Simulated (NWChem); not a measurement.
The numbers come from NWChem runs, not from measurements. System: cyclopentadiene (C₅H₆), charge 0, spin multiplicity 1, at a geometry optimised with PBE0/def2-SVP. Level: MP2/def2-TZVP, 5 core orbitals frozen.

Job file:

```
start mol
memory heap 200 mb stack 900 mb global 1100 mb
geometry units angstroms nocenter noautoz
  C     -0.731799     0.000000    -0.990635
  C     -1.175476     0.000000     0.284977
  C      0.000000     0.000000     1.209707
  C      1.175476     0.000000     0.284977
  C      0.731799     0.000000    -0.990635
  H     -1.353492     0.000000    -1.888022
  H     -2.215769     0.000000     0.613426
  H      0.000000    -0.880871     1.879420
  H      0.000000     0.880871     1.879420
  H      2.215769     0.000000     0.613426
  H      1.353492     0.000000    -1.888022
  symmetry group C2v
end
basis spherical
  * library def2-tzvp
end
scf
  rhf
  nopen 0
  maxiter 100
  thresh 1e-7
  semidirect memsize 60000000 filesize 0
end
mp2
  freeze core 5
end
task mp2 energy
```

Output (cleaned and shortened):

```
             Northwest Computational Chemistry Package (NWChem) 7.3.0
             --------------------------------------------------------

                                NWChem Input Module
                                -------------------

 Scaling coordinates for geometry "geometry" by  1.889725989
 (inverse scale =  0.529177249)

 Turning off AUTOSYM since
 SYMMETRY directive was detected!

                             Geometry "geometry" -> ""
                             -------------------------

 Output coordinates in angstroms (scale by  1.889725989 to convert to a.u.)

  No.       Tag          Charge          X              Y              Z
 ---- ---------------- ---------- -------------- -------------- --------------
    1 C                    6.0000    -0.73179900     0.00000000    -0.99063500
    2 C                    6.0000    -1.17547600     0.00000000     0.28497700
    3 C                    6.0000     0.00000000     0.00000000     1.20970700
    4 C                    6.0000     1.17547600     0.00000000     0.28497700
    5 C                    6.0000     0.73179900     0.00000000    -0.99063500
    6 H                    1.0000    -1.35349200     0.00000000    -1.88802200
    7 H                    1.0000    -2.21576900     0.00000000     0.61342600
    8 H                    1.0000     0.00000000    -0.88087100     1.87942000
    9 H                    1.0000     0.00000000     0.88087100     1.87942000
   10 H                    1.0000     2.21576900     0.00000000     0.61342600
   11 H                    1.0000     1.35349200     0.00000000    -1.88802200

 Effective nuclear repulsion energy (a.u.)     156.6664350278

            Nuclear Dipole moment (a.u.)
            ----------------------------
        X                 Y               Z
 ---------------- ---------------- ----------------
     0.0000000000     0.0000000000    -0.0000113384

      Symmetry information
      --------------------

 Group name             C2v
 Group number             16
 Group order               4
 No. of unique centers     6

      Symmetry unique atoms

     1    2    3    6    7    8


 Summary of "ao basis" -> "" (spherical)
 ------------------------------------------------------------------------------
       Tag                 Description            Shells   Functions and Types
 ---------------- ------------------------------  ------  ---------------------
 *                         def2-tzvp                  on all atoms

 Summary of "ao basis" -> "ao basis" (spherical)
 ------------------------------------------------------------------------------
       Tag                 Description            Shells   Functions and Types
 ---------------- ------------------------------  ------  ---------------------
 C                         def2-tzvp                11       31   5s3p2d1f
 H                         def2-tzvp                 4        6   3s1p

                                 NWChem SCF Module
                                 -----------------

  ao basis        = "ao basis"
  functions       =   191
  atoms           =    11
  closed shells   =    18
  open shells     =     0
  charge          =   0.00
  wavefunction    = RHF
  use symmetry    = T
  symmetry adapt  = T

 Summary of "ao basis" -> "ao basis" (spherical)
 ------------------------------------------------------------------------------
       Tag                 Description            Shells   Functions and Types
 ---------------- ------------------------------  ------  ---------------------
 C                         def2-tzvp                11       31   5s3p2d1f
 H                         def2-tzvp                 4        6   3s1p

      Symmetry analysis of basis
      --------------------------

        a1         71
        a2         26
        b1         60
        b2         34

 Forming initial guess at       0.2s

      Superposition of Atomic Density Guess
      -------------------------------------

 Sum of atomic energies:        -191.35549621

      Non-variational initial energy
      ------------------------------

 Total energy =    -194.940037
 1-e energy   =    -565.171043
 2-e energy   =     213.564571
 HOMO         =      -0.261502
 LUMO         =      -0.035198

      Symmetry analysis of molecular orbitals - initial
      -------------------------------------------------

  Numbering of irreducible representations:

     1 a1          2 a2          3 b1          4 b2

  Orbital symmetries:

     1 a1          2 a1          3 b1          4 a1          5 b1
     6 a1          7 b1          8 a1          9 a1         10 b1
    11 a1         12 b2         13 b1         14 a1         15 b1
    16 a1         17 b2         18 a2         19 b2         20 a2
    21 a1         22 a1         23 b1         24 b1         25 a1
    26 b2         27 a1         28 b1

 Starting SCF solution at       8.8s

 ----------------------------------------------
         Quadratically convergent ROHF

 Convergence threshold     :          1.000E-07
 Maximum no. of iterations :          100
 Final Fock-matrix accuracy:          1.000E-09
 ----------------------------------------------

              iter       energy          gnorm     gmax       time
             ----- ------------------- --------- --------- --------
                 1     -192.7935924753  8.39D-01  1.91D-01     10.0
                 2     -192.8520151302  2.91D-01  6.23D-02     11.2
                 3     -192.8598854232  1.63D-02  6.55D-03     14.6
                 4     -192.8599315641  1.44D-04  4.50D-05     20.4
                 5     -192.8599315675  8.15D-09  2.80D-09     31.1
[...]
                       ROHF Final Molecular Orbital Analysis
                       -------------------------------------

 Vector   16  Occ=2.000000D+00  E=-5.033225D-01  Symmetry=b1
              MO Center=  1.3D-13,  1.3D-17,  3.7D-01, r^2= 2.9D+00
   Bfn.  Coefficient  Atom+Function         Bfn.  Coefficient  Atom+Function
  ----- ------------  ---------------      ----- ------------  ---------------
    68      0.260273   3 C  px               71      0.225869   3 C  px
    37     -0.174136   2 C  px               99     -0.174136   4 C  px

 Vector   17  Occ=2.000000D+00  E=-4.117402D-01  Symmetry=b2
              MO Center=  2.7D-16,  5.7D-16, -2.2D-01, r^2= 2.8D+00
   Bfn.  Coefficient  Atom+Function         Bfn.  Coefficient  Atom+Function
  ----- ------------  ---------------      ----- ------------  ---------------
     7      0.205785   1 C  py              131      0.205785   5 C  py
    10      0.201823   1 C  py              134      0.201823   5 C  py

 Vector   18  Occ=2.000000D+00  E=-3.060411D-01  Symmetry=a2
              MO Center=  2.2D-16, -2.5D-16, -1.5D-01, r^2= 2.7D+00
   Bfn.  Coefficient  Atom+Function         Bfn.  Coefficient  Atom+Function
  ----- ------------  ---------------      ----- ------------  ---------------
    38      0.226780   2 C  py               41      0.225733   2 C  py
   100     -0.226780   4 C  py              103     -0.225733   4 C  py
    44      0.182590   2 C  py              106     -0.182590   4 C  py
     7      0.165895   1 C  py               10      0.165540   1 C  py
   131     -0.165895   5 C  py              134     -0.165540   5 C  py

 Vector   19  Occ=0.000000D+00  E= 1.166888D-01  Symmetry=b2
              MO Center=  6.7D-16, -1.2D-14, -7.8D-02, r^2= 4.1D+00
   Bfn.  Coefficient  Atom+Function         Bfn.  Coefficient  Atom+Function
  ----- ------------  ---------------      ----- ------------  ---------------
    44      0.581966   2 C  py              106      0.581966   4 C  py
    13     -0.412400   1 C  py              137     -0.412400   5 C  py
   170      0.387535   8 H  s               176     -0.387535   9 H  s
    38      0.203958   2 C  py              100      0.203958   4 C  py
    41      0.177667   2 C  py              103      0.177667   4 C  py

 Vector   20  Occ=0.000000D+00  E= 1.519576D-01  Symmetry=a1
              MO Center=  8.3D-15, -1.9D-15,  1.6D+00, r^2= 8.3D+00
   Bfn.  Coefficient  Atom+Function         Bfn.  Coefficient  Atom+Function
  ----- ------------  ---------------      ----- ------------  ---------------
    67      9.331128   3 C  s                36     -2.342886   2 C  s
    98     -2.342886   4 C  s               170     -2.283986   8 H  s
   176     -2.283986   9 H  s                43     -1.849931   2 C  px
   105      1.849931   4 C  px              164     -1.410583   7 H  s
   182     -1.410583  10 H  s                66     -0.828940   3 C  s

 Vector   21  Occ=0.000000D+00  E= 1.810870D-01  Symmetry=a1
              MO Center=  7.1D-15,  9.0D-16, -1.4D+00, r^2= 9.5D+00
   Bfn.  Coefficient  Atom+Function         Bfn.  Coefficient  Atom+Function
  ----- ------------  ---------------      ----- ------------  ---------------
    67      6.251457   3 C  s                36     -2.715153   2 C  s
    98     -2.715153   4 C  s               158      2.640108   6 H  s
   188      2.640108  11 H  s                 5     -1.467024   1 C  s
   129     -1.467024   5 C  s                43     -1.339457   2 C  px
   105      1.339457   4 C  px              170     -1.303042   8 H  s

------------------------------------------------------------
EAF file 0: "./mol.aoints.0" size=524288 bytes
------------------------------------------------------------
               write      read    awrite     aread      wait
               -----      ----    ------     -----      ----
     calls:        1        19         0         0         0
   data(b): 5.24e+05  9.96e+06  0.00e+00  0.00e+00
   time(s): 0.00e+00  0.00e+00  0.00e+00  0.00e+00  0.00e+00
rate(mb/s): 0.00e+00  0.00e+00
------------------------------------------------------------

 center of mass
 --------------
 x =   0.00000000 y =   0.00000000 z =  -0.03433980

 moments of inertia (a.u.)
 ------------------
         213.077531020726           0.000000000000           0.000000000000
           0.000000000000         420.339271821349           0.000000000000
           0.000000000000           0.000000000000         218.432107103130

  Mulliken analysis of the total density
  --------------------------------------

    Atom       Charge   Shell Charges
 -----------   ------   -------------------------------------------------------
    1 C    6     6.13   0.85  1.12  0.50  0.57  0.09  1.23  1.32  0.34  0.02  0.08  0.01
    2 C    6     6.24   0.85  1.12  0.50  0.56  0.16  1.22  1.31  0.40  0.02  0.07  0.01
    3 C    6     6.00   0.85  1.12  0.47  0.69 -0.12  1.25  1.37  0.24  0.02  0.09  0.01
    4 C    6     6.24   0.85  1.12  0.50  0.56  0.16  1.22  1.31  0.40  0.02  0.07  0.01
    5 C    6     6.13   0.85  1.12  0.50  0.57  0.09  1.23  1.32  0.34  0.02  0.08  0.01
    6 H    1     0.87   0.26  0.49  0.09  0.02
    7 H    1     0.87   0.26  0.49  0.09  0.02
    8 H    1     0.90   0.26  0.49  0.12  0.02
    9 H    1     0.90   0.26  0.49  0.12  0.02
   10 H    1     0.87   0.26  0.49  0.09  0.02
   11 H    1     0.87   0.26  0.49  0.09  0.02

       Multipole analysis of the density wrt the origin
       ------------------------------------------------

     L   x y z        total         open         nuclear
     -   - - -        -----         ----         -------
     0   0 0 0      0.000000      0.000000     36.000000

     1   1 0 0     -0.000000      0.000000      0.000000
     1   0 1 0     -0.000000      0.000000      0.000000
     1   0 0 1      0.149913      0.000000     -0.000011

     2   2 0 0    -21.536760      0.000000    130.309669
     2   1 1 0     -0.000000      0.000000      0.000000
     2   1 0 1      0.000000      0.000000      0.000000
     2   0 2 0    -25.152411      0.000000      5.541818
     2   0 1 1     -0.000000      0.000000      0.000000
     2   0 0 2    -20.259075      0.000000    130.263346

                   NWChem MP2 Semi-direct Energy/Gradient Module
                   ---------------------------------------------

  Basis functions       =    191
  Molecular orbitals    =    191
  Frozen core           =      5
  Frozen virtuals       =      0
  Active alpha occupied =     13
  Active beta occupied  =     13
  Active alpha virtual  =    173
  Active beta virtual   =    173
  Use MO symmetry       = T
  Use skeleton AO sym   = T

  AO/Fock/Back tols     =   1.0D-09  1.0D-09  1.0D-09

 GA uses MA = F    GA memory limited = T

 Available:
  local mem=  1.26D+08
 global mem=  1.44D+08
 local disk=  0.00D+00
  mp2_memr nvloc                   173
  nvloc new                   173
   1 passes of  13:        5242880                     186826                 138855786.
   1 passes of  13: M    126138645           G      144106238           F     120895765.
  mp2_memr nvloc                   173
  nvloc new                   173
   2 passes of   7:        5242880                     134947                  74797277.
   2 passes of   7: M    126138645           G      144106238           F     120895765.

 Semi-direct pass number   1 of   2  for RHF alpha+beta  at       31.6s
  vrange nnbf                 18151
  mp2_eaftype                   285  avail_ma_in_mb                  1099
 EAF : mp2_eaftype filesize         285   37398638.
  mp2_eaf for mointskh                    285
Node 0 wrote    175.8 Mb in      0.1 s     Agg I/O rate:  3044.5 Mb/s
 Done moints_semi at       63.6s
  mp2_eaftype                   285  avail_ma_in_mb                   814
 EAF : mp2_eaftype filesize         285   37398638.
  mp2_eaf for kh                   285
 Done maket at       64.2s
 Semi-direct pass number   2 of   2  for RHF alpha+beta  at       64.2s
  vrange nnbf                 18151
  mp2_eaftype                   285  avail_ma_in_mb                   814
 EAF : mp2_eaftype filesize         285   37398638.
  mp2_eaf for mointskh                    285
Node 0 wrote    150.7 Mb in      0.0 s     Agg I/O rate:  3145.9 Mb/s
 Done moints_semi at       83.4s
  mp2_eaftype                   285  avail_ma_in_mb                   814
 EAF : mp2_eaftype filesize         285   37398638.
  mp2_eaf for kh                   285
 Done maket at       83.9s
 Done multipass loop at       83.9s

          -------------------------------------------
          SCF energy                -192.859931567529
          Correlation energy          -0.788613358234
          Singlet pairs               -0.500581485364
          Triplet pairs               -0.288031872870
          Total MP2 energy          -193.648544925762
          -------------------------------------------

          ---------------------------------------------------
                    Spin Component Scaled (SCS) MP2
          Same spin pairs                     -0.192021248580
          Same spin scaling factor             0.333333333333
          Opposite spin pairs                 -0.596592109654
          Opposite spin scaling fact.          1.200000000000
          SCS-MP2 correlation energy          -0.779917614444
          Total SCS-MP2 energy              -193.639849181973
          ---------------------------------------------------

 -----------------------
 Performance information
 -----------------------

 Timer overhead =  2.24D-07 seconds/call

               Nr. of calls         CPU time (s)                 Wall time (s)                GFlops
             ---------------    -------------------     ------------------------------   -------------------
Name         Min   Avg   Max    Min     Avg     Max     Min     Avg     Max   Mx/calls   Min     Max     Sum
mp2: moin     2     2     2    51.     51.     51.      51.     51.     51.     26.      0.0     0.0     0.0
mp2: make     2     2     2    1.1     1.1     1.1      1.1     1.1     1.1    0.56      0.0     0.0     0.0
mp2: tota     1     1     1    53.     53.     53.      53.     53.     53.     53.      0.0     0.0     0.0

 The average no. of pstat calls per process was 5.00D+00
 with a timing overhead of 1.12D-06s

 Task  times  cpu:       83.9s     wall:       83.9s

 Total times  cpu:       83.9s     wall:       83.9s
```
